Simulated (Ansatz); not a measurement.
Reaction R1 → P1 + P2, each structure at its B3LYP-D3(BJ)/def2-TZVP stationary point, reached from a drawn start (curvature not checked).
P1: H2 (SMILES [H][H]), charge 0, multiplicity 1.
P2: O atom, charge 0, multiplicity 3.
R1, H2O (SMILES O) (charge 0, multiplicity 1):
```xyz
3

O      0.0072     0.3896     0.0000
H     -0.7685    -0.1807     0.0000
H      0.7613    -0.2089     0.0000
```

P less R. No zero-point or thermal terms; singlets are restricted closed shells; open shells are unrestricted; no spin–orbit coupling.

Correlated levels freeze the cores.

Codes used: Ansatz (Gaussian basis) for Hartree–Fock, density functionals and correlated methods. All values are computed, each at the level named.

Task: What reaction energy does CCSD(T)/cc-pVQZ give?

Result: 505 kJ/mol

Task: Estimate the reaction energy that HF/cc-pVDZ returns for this input.

Result: 277 kJ/mol

Task: Predict the reaction energy from B3LYP/def2-TZVPP.

Result: 500 kJ/mol

Ansatz is a program for electronic structure.
